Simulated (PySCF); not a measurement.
# How the method changes the constants of RbCl

State: ¹Σ⁺ (singlet), closed shell. Set-up: basis Rb x2c-TZVPPall, Cl x2c-TZVPPall; spin-free X2C with a Gaussian nucleus; PySCF 2.14. De refers to Rb + Cl in their high-spin ground configurations, without counterpoise correction. A positive dipole means Rb(−)Cl(+).

```tsv
Level	Re (Å)	ωe (cm⁻¹)	De (eV)	μ (D)	CPU s a point (SCF and correlation, without the integrals)
RHF	2.858	223	3.24	-11.13	1.7
RHF-MP2	2.772	241	4.34	n/a	3.4
RHF-SCS-MP2	2.788	238	4.25	n/a	n/a
RHF-CCSD	2.789	238	4.10	n/a	n/a
RHF-CCSD(T)	2.781	240	4.17	n/a	140
PBE	2.776	233	4.30	-9.75	2.8
PBEsol	2.745	241	4.48	-9.61	1.8
BLYP	2.811	226	4.13	-9.86	1.8
r²SCAN	2.789	234	4.44	-10.25	3.7
PBE0	2.773	237	4.28	-10.11	8.1
M06	2.792	234	4.67	-10.22	6
BHandHLYP	2.799	234	4.12	-10.46	4
ωB97M-V	2.792	236	4.48	-10.33	17
```

The bond length runs from 2.745 Å (PBEsol) to 2.858 Å (RHF). De spans 3.24 eV (RHF, mean field) to 4.67 eV (M06, hybrid meta-GGA). Correlation at CCSD(T) changes the Hartree–Fock bond energy by +0.93 eV; the triples alone change it by +0.07 eV.

Correlated steps freeze 14 core orbitals. Where the molecule has an RHF reference, its open-shell atoms are computed with UHF.

The whole job (state search and all levels along the bond) took about 17 min on 2 threads of Arm Neoverse V1 (shared host), peak memory 6.2 GiB.
